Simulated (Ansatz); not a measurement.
C3H12BN (`C[B-](C)(C)[NH3+]`), 17 atoms. The species carries charge 0 and has multiplicity 1. All runs use 4 threads of an Intel Xeon 6975P-C on a shared host. Correlated methods freeze the cores.

Problem. How many basis functions does each run have, and how long does it take in Ansatz? RHF-CCSD(T)/def2-SVP energy; RKS ωB97M-V/def2-SVP energy; RKS ωB97M-V/def2-QZVPP energy; RKS r2SCAN-D4/def2-TZVPP energy and forces; RHF-MP2/def2-QZVPP energy; RKS SPW92 (LDA)/def2-TZVPP energy; RKS PBE0-D4/def2-TZVP relaxation (5 steps); RKS PBE0-D4/def2-SVP energy; direct RPA on PBE orbitals/def2-TZVPP energy; RKS PBE0-D4/def2-QZVPP energy; RKS B97M-V/def2-TZVPP energy; RHF-CCSD(T)/def2-TZVPP energy. (Best estimate.)

Solution. The calculation gave: Other jobs shared the machine, so times are rough.

```
                                level                   job  functions  wall time  peak host memory (GiB)
                 RKS PBE0-D4/def2-SVP                energy        130      0.8 s                     0.3
           RKS SPW92 (LDA)/def2-TZVPP                energy        323      1.1 s                    0.46
                 RKS ωB97M-V/def2-SVP                energy        130      2.4 s                    0.41
             RKS r2SCAN-D4/def2-TZVPP     energy and forces        323      2.9 s                     0.5
                 RHF-CCSD(T)/def2-SVP                energy        130      4.2 s                       1
direct RPA on PBE orbitals/def2-TZVPP                energy        323      4.9 s                     1.2
                RKS B97M-V/def2-TZVPP                energy        323        5 s                    0.58
               RKS PBE0-D4/def2-QZVPP                energy        645        7 s                     2.7
                RKS PBE0-D4/def2-TZVP  relaxation (5 steps)        227       13 s                    0.67
               RKS ωB97M-V/def2-QZVPP                energy        645       14 s                     3.2
                   RHF-MP2/def2-QZVPP                energy        645       25 s                     6.6
               RHF-CCSD(T)/def2-TZVPP                energy        323    3.6 min                       5
```
